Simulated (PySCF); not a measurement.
BBr: a base run and its variants

Base input, run as `OMP_NUM_THREADS=1 python input.py` with PySCF 2.14:

```python
from pyscf import gto, scf, mp

mol = gto.M(
    atom='B 0 0 0; Br 0 0 1.93',
    basis='6-31g',
    charge=0,
    spin=0,
    verbose=3,
)
mf = scf.UHF(mol)
mf = mf.density_fit(auxbasis='def2-universal-jkfit')
mf.kernel()
mp.MP2(mf, frozen=10).kernel()
mf.dip_moment()
print('orbital energies (hartree):', [e[max(0, n-3):n+3].round(4) for e, n in zip(mf.mo_energy, mol.nelec)])
```

Base result: E(SCF) = -2596.645935 Eh, E(MP2) − E(SCF) = -0.20922 Eh, μz(SCF) = 0.04 D. The bond length is a typed value, not an optimised one. No search for the lowest solution was made.

It ran on Arm Neoverse N1 (1 thread, shared host) in 1.8 s, peak memory 0.11 GiB.

Each row names what differs from the base; energies in brackets are changes from the base.

| change | result | wall time (s) |
| --- | --- | --- |
| geometry: bond 1.93 → bond 1.988 | E(SCF) = -2596.646744 Eh (-0.0220 eV), E(MP2) − E(SCF) = -0.20930 Eh, μz(SCF) = -0.40 D | 1.8 |
| density fitting: def2-universal-jkfit → weigend [this fitting set is unfit for the basis or for exact exchange; a fit set errs by some meV] | E(SCF) = -2575.149527 Eh, E(MP2) − E(SCF) = -0.23797 Eh, μz(SCF) = 0.14 D | 1.6 |
| functional: none (Hartree–Fock) → scan; SCF type: UHF → UKS; step after the SCF: mp2 → analyze | E(SCF) = -2598.707108 Eh, μz(SCF) = 0.70 D | 6.1 |
| charge: 0 → 1; spin (2S): 0 → 1 [another spin of the ion may lie lower] | E(SCF) = -2596.316749 Eh (+8.9576 eV), E(MP2) − E(SCF) = -0.20230 Eh, ⟨S²⟩ = 0.767 | 1.9 |
| spin (2S): 0 → 4 [a high spin state] | E(SCF) = -2596.453429 Eh (+5.2384 eV), E(MP2) − E(SCF) = -0.16696 Eh, ⟨S²⟩ = 6.003, μz(SCF) = 3.68 D | 1.8 |
| charge: 0 → 2 [another spin of the ion may lie lower] | E(SCF) = -2595.583009 Eh (+28.9237 eV), E(MP2) − E(SCF) = -0.22346 Eh | 2 |
| spin-free X2C: off → on [basis contracted without relativity] | E(SCF) = -2621.343429 Eh, E(MP2) − E(SCF) = -0.20786 Eh, μz(SCF) = 0.01 D | 1.9 |
| basis set: 6-31g → minao | E(SCF) = -2597.020897 Eh (-10.2033 eV), E(MP2) − E(SCF) = -0.03659 Eh, μz(SCF) = 0.30 D | 1.4 |
| functional: none (Hartree–Fock) → camb3lyp; SCF type: UHF → UKS; step after the SCF: mp2 → analyze | E(SCF) = -2598.636136 Eh, μz(SCF) = 0.44 D | 4.8 |
| DIIS space: default → 4 | E(SCF) = -2596.645935 Eh (+0.0000 eV), E(MP2) − E(SCF) = -0.20922 Eh, μz(SCF) = 0.04 D | 1.8 |
| basis set: 6-31g → crenbl; core potential: off → on; frozen orbitals: 10 → 0 | E(SCF) = -155.693357 Eh, E(MP2) − E(SCF) = -0.33864 Eh, μz(SCF) = 0.30 D | 1.8 |
| basis set: 6-31g → ano-rcc-vdzp; spin-free X2C: off → on | E(SCF) = -2629.084517 Eh, E(MP2) − E(SCF) = -0.19689 Eh, μz(SCF) = 0.92 D | 2.2 |
| step after the SCF: mp2 → polarizability | E(SCF) = -2596.645935 Eh (+0.0000 eV), μz(SCF) = 0.04 D, α(xx, yy, zz) = 19.3, 19.3, 44.5 bohr³ | 2.6 |
| PCM solvent, dielectric constant: none → 4.71; step after the SCF: mp2 → analyze | E(SCF) = -2596.648196 Eh (-0.0615 eV), μz(SCF) = 0.06 D | 4.6 |
| PCM solvent, dielectric constant: none → 32.6; step after the SCF: mp2 → analyze | E(SCF) = -2596.648750 Eh (-0.0766 eV), μz(SCF) = 0.06 D | 4.6 |
| basis set: 6-31g → pcseg-1 | E(SCF) = -2596.696257 Eh (-1.3693 eV), E(MP2) − E(SCF) = -0.17823 Eh, μz(SCF) = 0.76 D | 1.6 |

Q: Order these changes by how far they move the SCF energy from the base, largest first: (1) PCM solvent, dielectric constant: none → 32.6; step after the SCF: mp2 → analyze; (2) PCM solvent, dielectric constant: none → 4.71; step after the SCF: mp2 → analyze; (3) geometry: bond 1.93 → bond 1.988.

A: (1) -0.0766 eV, (2) -0.0615 eV, (3) -0.0220 eV.
